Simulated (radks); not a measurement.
Values are calculated unless marked as measured or tabulated.
Charge is removed step by step from the 1s down level of He, starting from 1s(up 1, down 1). Level of theory: non-relativistic Kohn-Sham, BLYP, spin-polarised, spherical densities, point nucleus (a radial shooting solver on a logarithmic mesh with Libxc functionals).

| removed (e) | E - E(0) (eV) | eigenvalue (eV) |
|---|---|---|
| 0 | 0.000 | -15.915 |
| 0.25 | 4.539 | -20.421 |
| 0.5 | 10.216 | -24.985 |
| 0.75 | 17.023 | -29.432 |

The mean slope of the eigenvalue, de/dn, is 18.0 eV per electron.
